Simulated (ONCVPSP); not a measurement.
# Scattering properties, ONCV potential for B

| Property | Result |
| --- | --- |
| Element | B |
| Generator | ONCVPSP 4.0.1 |
| Type | optimised norm-conserving Vanderbilt (ONCV) |
| Functional | PBEsol |
| Relativity | scalar-relativistic |
| Frozen core | [He] |
| Valence charge | 3 |
| Reference configuration | 2s2 2p1 |
| Partial waves | 2s: rc 1.20 bohr, ncon 5, nbas 8, qcut 4.9 1/bohr, 2 projectors, debl 1.1 Ha; 2p: rc 3.65 bohr, ncon 3, nbas 6, qcut 4.1 1/bohr, 2 projectors, debl 2.9 Ha |
| Local potential | polynomial inside 1.20 bohr (lpopt 5, dvloc0 0 Ha) |
| Core correction | Teter function fitted to the true core (icmod 2), fcfact 0.15 |

The phase is arctan(r·R′/R) of the radial function R(r), unwrapped; energies in Ha, scanned from -2 to 5 Ha. A pole is an energy at which the radial function vanishes at the test radius. The pseudo phase is shifted by a multiple of π to meet the all-electron one at the reference energy, and phase errors are pseudo minus all-electron; the curves can meet again beyond the range given. Levels narrower than the energy grid can be missing from the lists of poles.

Task: For each channel, where are the poles, and over which energies does the pseudopotential scatter like the atom?

Result:

```csv
channel,radius (bohr),reference energy (Ha),"poles, all-electron","poles, pseudo",unbroken range about the reference energy with phases within 0.05 rad,phase error 1 Ha above the reference energy (rad)
s,1.22,-0.34,4.45,4.20,the whole range,+0.000
p,3.69,-0.13,"-0.05, 1.08, 2.97","-0.03, 3.07",-0.2 to -0.1,+2.016
```

Note: no bound ghost flagged; GHOST(+) flagged for p at 75.0 eV.

Phases in the p channel:

| E (Ha) | all-electron | pseudo |
| --- | --- | --- |
| -1.98 | 1.411 | 1.416 |
| -1.80 | 1.401 | 1.408 |
| -1.62 | 1.390 | 1.398 |
| -1.44 | 1.376 | 1.387 |
| -1.26 | 1.359 | 1.373 |
| -1.08 | 1.336 | 1.355 |
| -0.90 | 1.305 | 1.331 |
| -0.72 | 1.258 | 1.295 |
| -0.54 | 1.173 | 1.233 |
| -0.36 | 0.948 | 1.069 |
| -0.18 | -0.666 | -0.584 |
| 0.00 | -1.694 | -1.609 |
| 0.18 | -2.119 | -1.766 |
| 0.36 | -3.374 | -1.874 |
| 0.54 | -4.293 | -2.007 |
| 0.72 | -4.530 | -2.235 |
| 0.90 | -4.639 | -2.719 |
| 1.08 | -4.713 | -3.524 |
| 1.26 | -4.781 | -4.064 |
| 1.44 | -4.867 | -4.308 |
| 1.62 | -5.036 | -4.435 |
| 1.80 | -5.760 | -4.511 |
| 1.98 | -7.303 | -4.562 |
| 2.16 | -7.613 | -4.600 |
| 2.34 | -7.716 | -4.629 |
| 2.52 | -7.772 | -4.653 |
| 2.70 | -7.810 | -4.674 |
| 2.88 | -7.840 | -4.693 |
| 3.06 | -7.868 | -4.711 |
| 3.24 | -7.896 | -4.730 |
| 3.42 | -7.929 | -4.751 |
| 3.60 | -7.977 | -4.776 |
| 3.78 | -8.060 | -4.811 |
| 3.96 | -8.287 | -4.870 |
| 4.14 | -9.602 | -5.008 |
| 4.32 | -10.614 | -5.718 |
| 4.50 | -10.798 | -7.380 |
| 4.68 | -10.871 | -7.644 |
| 4.86 | -10.911 | -7.728 |
